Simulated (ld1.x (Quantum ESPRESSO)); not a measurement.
**chlorine: variants of one RRKJ potential**

Base potential:

chlorine (Cl), norm-conserving RRKJ (Kleinman–Bylander form), made with ld1.x (Quantum ESPRESSO) 7.5 (PBEsol, scalar-relativistic). Core [Ne], reference 3s2 3p5. Waves: 3s (bound): rc 1.25 bohr; 3d channel at 0.45 Ry: rc 1.15 bohr; 3p (bound): rc 1.20 bohr. Local part: the p channel. Core correction: a·sin(br)/r model core inside 1.00 bohr. rho0 = 0.01.

All-electron outer shells of the reference configuration (PBEsol, scalar-relativistic, ld1.x):

| shell | level (eV) | outermost node (bohr) | outermost maximum (bohr) |
| --- | --- | --- | --- |
| 2s | -252.19 | 0.12 | 0.36 |
| 2p | -191.42 | – | 0.30 |
| 3s | -20.62 | 0.56 | 1.27 |
| 3p | -8.56 | 0.53 | 1.43 |

Cutoffs, loose and tight: the cutoffs (Ry, on a coarse ladder) from which the occupation-weighted sum of valence levels, in a spherical-Bessel basis at the reference potential, stays within 10 and 1 mRy of its value at 400 Ry. They do not see the model core or the augmentation charge, which bear on the density cutoff. Test errors are all-electron minus pseudo excitation energies from the reference, over the configurations 3s2 3p4; 3s2 3p3; 3s2 3p2; 3s1 3p5; 3s2 3p1; 3s1 3p6; 3s2 3p4.5. A dash means not determined; rows that change the core or the reference have their own tests.

A true bound ghost makes a file unfit for plane-wave use even where its test errors are small: the radial tests pick states by their node count and pass the ghost by.

Cutoffs are not given where the Bessel-basis levels miss the radial ones by over 6 mRy, ghosts where they miss by over 20 mRy; a channel whose overlap is not positive is not tested.

```csv
change,outcome,"cutoff, loose","cutoff, tight",bound ghosts,largest test error (meV)
base,generated,70 Ry,110 Ry,none,+147
wave 3p (bound): rc 1.20 bohr becomes 3p (bound): rc 0.76 bohr,generated,–,–,s,+378
wave 3p (bound): rc 1.20 bohr becomes 3p (bound): rc 0.88 bohr,generated,300 Ry,over 300 Ry,none,+262
wave 3p (bound): rc 1.20 bohr becomes 3p (bound): rc 1.04 bohr,generated,100 Ry,180 Ry,none,+148
wave 3p (bound): rc 1.20 bohr becomes 3p (bound): rc 1.10 bohr,generated,90 Ry,160 Ry,none,+146
wave 3p (bound): rc 1.20 bohr becomes 3p (bound): rc 1.22 bohr,generated,70 Ry,110 Ry,none,+147
wave 3p (bound): rc 1.20 bohr becomes 3p (bound): rc 1.32 bohr,generated,40 Ry,100 Ry,none,+149
wave 3p (bound): rc 1.20 bohr becomes 3p (bound): rc 1.46 bohr,generated,45 Ry,90 Ry,none,+151
wave 3p (bound): rc 1.20 bohr becomes 3p (bound): rc 1.60 bohr,generated,40 Ry,90 Ry,none,+147
wave 3p (bound): rc 1.20 bohr becomes 3p (bound): rc 1.70 bohr,generated,40 Ry,90 Ry,none,+138
wave 3p (bound): rc 1.20 bohr becomes 3p (bound): rc 1.78 bohr,generated,40 Ry,90 Ry,none,+134
```

Reading the sweep of the p radius (base included, trends over the rows without a ghost): The loose cutoff falls from 300 Ry at 0.88 to 40 Ry at 1.78 bohr, with one reversal. A larger radius leaves more room for a smooth pseudo-wave, so fewer plane waves are needed; a smaller one forces it to follow the all-electron wave where it bends sharply. The median size of the test errors (rows with all tests solved) is not monotonic: lowest 3.8 meV at 1.46 bohr, highest 24.0 meV at 0.88 bohr. Bound ghosts are found at 0.76 bohr.
